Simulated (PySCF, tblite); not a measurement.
Compound: C6H17NSi.
Structure used (GFN2-xTB), in Å, numbered top down from 1:
```
atom  x, y, z in Å
C1     1.7239   -0.0204    1.7270
N2     1.7215    0.1726    0.2979
C3     3.0482    0.4508   -0.1924
Si4    0.3671    0.7850   -0.5713
C5    -1.2610   -0.1487   -0.1902
C6    -2.2133    0.1114   -1.3583
C7    -1.9414    0.3555    1.0825
C8    -1.0295   -1.6552   -0.0822
H9     0.7247   -0.2572    2.0760
H10    2.0740    0.8735    2.2588
H11    2.3906   -0.8487    1.9859
H12    3.7251   -0.3582    0.0946
H13    3.0307    0.5273   -1.2749
H14    3.4448    1.3888    0.2147
H15    0.7307    0.5496   -1.9733
H16    0.1003    2.2285   -0.3908
H17   -3.1691   -0.3855   -1.1902
H18   -1.7957   -0.2623   -2.2899
H19   -2.4001    1.1768   -1.4741
H20   -1.3392    0.1599    1.9669
H21   -2.9040   -0.1389    1.2198
H22   -2.1192    1.4274    1.0247
H23   -0.5716   -2.0362   -0.9926
H24   -1.9753   -2.1776    0.0684
H25   -0.3731   -1.8939    0.7509
```

Computed with PBE0/pcSseg-1 in PySCF (dipole) on a GFN2-xTB geometry, gas phase.

Take the most abundant isotopes and a rigid rotor. The values belong to one conformer with, in the numbering `[CH3:1][N:2]([CH3:3])[SiH2:4][C:5]([CH3:6])([CH3:7])[CH3:8]`, C1–N2–Si4–C5 -52°.

(1) Give the principal moments of inertia and the rotational constants in MHz.

(2) What kind of rotor is it?

(3) Is it planar, by Δ = Ic − Ia − Ib?

(4) Give the other two planar moments, Paa and Pbb, and the rms extents of the mass along the axes.

(5) Which lines would a microwave search look for?

Answers

(1) Ia = 183.22, Ib = 493.12, Ic = 543.75 u·Å²; 505379 MHz·u·Å²/I gives A = 2758, B = 1025, C = 929.4 MHz.

(2) An asymmetric top: κ = (2 × 1025 − 2758 − 929.4)/(2758 − 929.4) = -0.90.

(3) Not planar: Δ = Ic − Ia − Ib = -132.59 u·Å². For a rigid frame Δ = −2 Σ m c², so Σ m c² = 66.29 u·Å² lies off the ab plane: 24.18 from hydrogen and 42.11 from heavier atoms. The atom farthest from that plane is 2.20 Å away.

(4) Paa = Σ m a² = (Ib + Ic − Ia)/2 = 426.83 and Pbb = Σ m b² = (Ia + Ic − Ib)/2 = 116.92 u·Å². With the mass M = 131.11 u, the rms extents √(P/M) along a, b and c are 1.80, 0.94, 0.71 Å.

(5) The dipole components are |μa| = 0.42 D, |μb| = 0.69 D, |μc| = 0.01 D. Intensities carry the squares of the components, which stand as 0.36 : 1.00 : 0.00 (a : b : c). Some lines, for components of 0.1 D or more:

```tsv
type	branch	J(Ka,Kc)	MHz	lower level (cm⁻¹)
b	Q	1(1,0) ← 1(0,1)	1829	0.065
b	Q	2(1,1) ← 2(0,2)	1928	0.195
a	R	1(0,1) ← 0(0,0)	1954	0.000
b	R	2(0,2) ← 1(1,1)	2171	0.123
b	R	1(1,1) ← 0(0,0)	3688	0.000
a	R	2(1,2) ← 1(1,1)	3813	0.123
a	R	2(0,2) ← 1(0,1)	3905	0.065
a	R	2(1,1) ← 1(1,0)	4004	0.126
b	Q	2(2,0) ← 2(1,1)	5204	0.260
b	Q	2(2,1) ← 2(1,2)	5487	0.250
b	R	2(1,2) ← 1(0,1)	5547	0.065
b	R	2(2,1) ← 1(1,0)	9205	0.126
b	R	2(2,0) ← 1(1,1)	9304	0.123
```

Its GFN2-xTB frequencies are all real (lowest 46 cm⁻¹). No vibrational averaging or centrifugal distortion is included, and the geometry carries the error of its method. A rigid rotor knows nothing of internal rotation, which can split or shift real lines. Quadrupole hyperfine structure (14N) is left out.
